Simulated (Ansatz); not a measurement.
Species: sum formula SiN3H7 (charge 0, singlet). SMILES: N[SiH](N)N
Coordinates optimised at B3LYP-D3(BJ)/def2-TZVP (Ansatz, a first-principles code):
```xyz
11

Si    -0.0661     0.0789     0.3259
N     -0.7343     1.3958    -0.5554
N     -0.7907    -1.3052    -0.3799
N      1.6148    -0.2844     0.3280
H     -0.3515     0.4241     1.7414
H     -0.7427     2.3227    -0.1611
H     -0.7094     1.4218    -1.5629
H     -0.4648    -2.2283    -0.1449
H     -1.7649    -1.2984    -0.6338
H      2.2392     0.1899     0.9603
H      2.0905    -0.5808    -0.5100
```

Wanted: atomisation energy (electronic, to ground-state atoms), in kJ/mol. Valence correlation only, unless marked. Open shells are spin-unrestricted. No spin-orbit coupling. No relativistic terms. The coupled-cluster limit lacks core correlation, which all-electron functionals hold. CBS(X,Y): correlation extrapolated as X^-3; Hartree-Fock from the larger set (for Q and 5 zeta extrapolated as (X+1)exp(-9√X)).

```tsv
level	program	atomisation energy (kJ/mol)
B97M-V/def2-TZVPD	Ansatz	3823.9
r2SCAN0-D4/def2-TZVPD	Ansatz + dftd4	3735.7
```

**Question.** Predict the CCSD(T)/CBS(cc-pV(Q+d)Z,cc-pV(5+d)Z) result (Ansatz).

**Answer.** 3840.5 kJ/mol, so r2SCAN0-D4/def2-TZVPD differs from it by -104.8 kJ/mol.
